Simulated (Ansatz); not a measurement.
Reaction (hydrogen abstraction from a C–H bond): `[CH3][Al]([CH3])[F]` + F• → `[CH2][Al]([CH3])[F]`• + H–F

Program: Ansatz. Geometries: PBE0-D4/def2-TZVP. ΔE: electronic, gas phase. CCSD(T)/CBS is the MP2 limit (def2-TZVPP, def2-QZVPP) plus CCSD(T) − MP2 in def2-TZVPP, frozen cores. This one scheme is used for every species, atoms too. DFT in def2-TZVPP. No spin–orbit coupling; open shells (•) take unrestricted orbitals. Spin–orbit coupling would lower the free atoms: a little for F.

CCSD(T)/CBS gives -153.8 kJ/mol.

Q: Another level gave -160.5 kJ/mol. Which?
A. MP2/def2-TZVPP
B. BHLYP/def2-TZVPP
C. r2SCAN0/def2-TZVPP
D. SCS-MP2/def2-TZVPP

A: A. MP2/def2-TZVPP -160.5, BHLYP -123.4, SCS-MP2/def2-TZVPP -147.5, r2SCAN0 -137.6 kJ/mol.

Largest T1 diagnostic among the species: 0.011.

Leaving LDA and LC-ωPBE aside and taking each functional with its dispersion term where it has one, the values, not all of them listed here, spread over 34.8 kJ/mol, from PBE-D4 to BHLYP-D4. LDA lies −28.6 kJ/mol from PBE without D4. At CCSD(T), def2-SVP lies +39.7 kJ/mol from the extrapolated value and def2-TZVPP +11.5 kJ/mol.

CCSD(T)/CBS has its own doubt, a few kJ/mol and more with outer-core shells, so smaller differences from it don't rank the levels.
